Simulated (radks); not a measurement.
The numbers below are computed, except where a source is named.
Question: Ionisation of the xenon ion Xe9+, [Kr] 4d9, to Xe10+, [Kr] 4d8, under several functionals. Dirac Kohn-Sham, spin-unpolarised, spherical densities, point nucleus; open shells are shared between the two j in proportion to 2j + 1; a radial shooting solver on a logarithmic mesh with Libxc functionals. Known Delta-SCF values: exchange-only LDA 203.28 eV. What does exchange-only B88 give, and what is its highest occupied eigenvalue?

Answer: 203.69 eV by Delta-SCF; the 4d5/2 eigenvalue is -190.08 eV. NIST: 202 eV (theoretical).

Beside tabulated values, note that spin-unpolarised runs miss the spin-polarisation part of the exchange energy of open shells.
